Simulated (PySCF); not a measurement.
H$_{6}$BeGeOSi (SMILES [SiH3][O][Be][GeH3]), singlet, at a GFN2-xTB geometry (such geometries of metal compounds can be far from the true shape); DF-PBE0/6-311G** run with PySCF.

Here is a job for PySCF.
```python
from pyscf import gto, scf, dft

mol = gto.Mole()
mol.atom = '''
    Be   -0.108281   -0.062282   -0.165789
    Ge    1.004415    0.577732    1.537859
    H     2.345160   -0.040397    1.820447
    H     1.413717    2.019358    1.655001
    H     0.411779    0.419970    2.910240
    O    -0.834177   -0.479812   -1.277208
    Si   -1.681084   -0.966947   -2.573906
    H    -3.039560   -1.215558   -2.094899
    H    -1.018911   -2.178964   -3.052711
    H    -1.611756    0.133050   -3.534070
'''
mol.basis = '6-311g**'
mol.charge = 0
mol.spin = 0
mol.verbose = 4
mol.max_memory = 1800
mol.build()

mf = dft.RKS(mol)
mf.xc = 'pbe0'
mf = mf.density_fit(auxbasis='def2-universal-jkfit')
mf.kernel()
```

Output, abridged:

```
PySCF version 2.14.0

[INPUT] verbose = 4
[INPUT] num. atoms = 10
[INPUT] num. electrons = 64
[INPUT] charge = 0
[INPUT] spin (= nelec alpha-beta = 2S) = 0
[INPUT] symmetry False subgroup None
[INPUT] Mole.unit = angstrom
[INPUT] Symbol           X                Y                Z      unit          X                Y                Z       unit  Magmom
[INPUT]  1 Be    -0.108281000000  -0.062282000000  -0.165789000000 AA   -0.204621434494  -0.117695922490  -0.313295804466 Bohr   0.0
[INPUT]  2 Ge     1.004415000000   0.577732000000   1.537859000000 AA    1.898069265405   1.091755253397   2.906132328198 Bohr   0.0
[INPUT]  3 H      2.345160000000  -0.040397000000   1.820447000000 AA    4.431710118285  -0.076339266254   3.440146254286 Bohr   0.0
[INPUT]  4 H      1.413717000000   2.019358000000   1.655001000000 AA    2.671537947642   3.816033567449   3.127498625881 Bohr   0.0
[INPUT]  5 H      0.411779000000   0.419970000000   2.910240000000 AA    0.778149533847   0.793628280534   5.499556556754 Bohr   0.0
[INPUT]  6 O     -0.834177000000  -0.479812000000  -1.277208000000 AA   -1.576366069411  -0.906713271280  -2.413573324103 Bohr   0.0
[INPUT]  7 Si    -1.681084000000  -0.966947000000  -2.573906000000 AA   -3.176788352388  -1.827265006970  -4.863977410375 Bohr   0.0
[INPUT]  8 H     -3.039560000000  -1.215558000000  -2.094899000000 AA   -5.743935939183  -2.297071708524  -3.958785368625 Bohr   0.0
[INPUT]  9 H     -1.018911000000  -2.178964000000  -3.052711000000 AA   -1.925462735307  -4.117645195287  -5.768787727447 Bohr   0.0
[INPUT] 10 H     -1.611756000000   0.133050000000  -3.534070000000 AA   -3.045777419624   0.251428060873  -6.678424405042 Bohr   0.0

nuclear repulsion = 250.108127101032
number of shells = 70
number of NR pGTOs = 239
number of NR cGTOs = 142
basis = 6-311g**
ecp = {}

******** <class 'pyscf.df.df_jk.DFRKS'> ********
method = DFRKS
initial guess = minao
damping factor = 0
level_shift factor = 0
DIIS = <class 'pyscf.scf.diis.CDIIS'>
diis_start_cycle = 1
diis_space = 8
diis_damp = 0
SCF conv_tol = 1e-09
SCF conv_tol_grad = None
SCF max_cycles = 50
direct_scf = False
XC library pyscf.dft.libxc version 7.1.2
    S. Lehtola, C. Steigemann, M. J. T. Oliveira, and M. A. L. Marques,  SoftwareX 7, 1–5 (2018)
XC functionals = pbe0
    C. Adamo and V. Barone,  J. Chem. Phys. 110, 6158 (1999)
    M. Ernzerhof and G. E. Scuseria,  J. Chem. Phys. 110, 5029 (1999)
radial grids:
    Treutler-Ahlrichs [JCP 102, 346 (1995); DOI:10.1063/1.469408] (M4) radial grids

becke partition: Becke, JCP 88, 2547 (1988); DOI:10.1063/1.454033
pruning grids: <function nwchem_prune>
grids dens level: 3
symmetrized grids: False
atomic radii adjust function: <function treutler_atomic_radii_adjust>
small_rho_cutoff = 0
Set gradient conv threshold to 3.16228e-05
Initial guess from minao.
tot grids = 126472
******** <class 'pyscf.df.df.DF'> ********
auxbasis = def2-universal-jkfit
init E= -2457.79290222203
  HOMO = -0.337856029773262  LUMO = -0.0601738314163668  gap/eV = 7.55612
cycle= 1 E= -2459.4762514544  delta_E= -1.68  |g|= 1.75  |ddm|= 2.49
  HOMO = -0.174972396839996  LUMO = -0.00409267523478994  gap/eV = 4.64987
cycle= 2 E= -2459.01977044045  delta_E= 0.456  |g|= 1.98  |ddm|= 1.36
  HOMO = -0.295775718153099  LUMO = -0.0257539658379422  gap/eV = 7.34767
cycle= 3 E= -2459.57390378033  delta_E= -0.554  |g|= 0.659  |ddm|= 1.21
  HOMO = -0.307155672720462  LUMO = -0.0163712222481584  gap/eV = 7.91265
cycle= 4 E= -2459.64858242366  delta_E= -0.0747  |g|= 0.178  |ddm|= 0.337
  HOMO = -0.313192986218144  LUMO = -0.0188937618109459  gap/eV = 8.00829
cycle= 5 E= -2459.65045997639  delta_E= -0.00188  |g|= 0.0493  |ddm|= 0.0746
  HOMO = -0.311428609355484  LUMO = -0.0172085759002334  gap/eV = 8.00613
cycle= 6 E= -2459.65073709574  delta_E= -0.000277  |g|= 0.00496  |ddm|= 0.0283
  HOMO = -0.311836577380546  LUMO = -0.0174147337524717  gap/eV = 8.01163
cycle= 7 E= -2459.65074058616  delta_E= -3.49e-06  |g|= 0.00113  |ddm|= 0.00397
  HOMO = -0.311715076299757  LUMO = -0.0173507170348802  gap/eV = 8.01006
cycle= 8 E= -2459.65074086227  delta_E= -2.76e-07  |g|= 0.00019  |ddm|= 0.00113
  HOMO = -0.311724855302859  LUMO = -0.0173634542610498  gap/eV = 8.00998
cycle= 9 E= -2459.65074087166  delta_E= -9.39e-09  |g|= 5.42e-05  |ddm|= 0.000254
  HOMO = -0.31172189736234  LUMO = -0.0173583094667051  gap/eV = 8.01004
cycle= 10 E= -2459.65074087252  delta_E= -8.58e-10  |g|= 9.04e-06  |ddm|= 5.86e-05
  HOMO = -0.311724196773581  LUMO = -0.0173598077353077  gap/eV = 8.01006
Extra cycle  E= -2459.65074087251  delta_E= 7.28e-12  |g|= 1.18e-05  |ddm|= 1.43e-05
converged SCF energy = -2459.65074087251
```
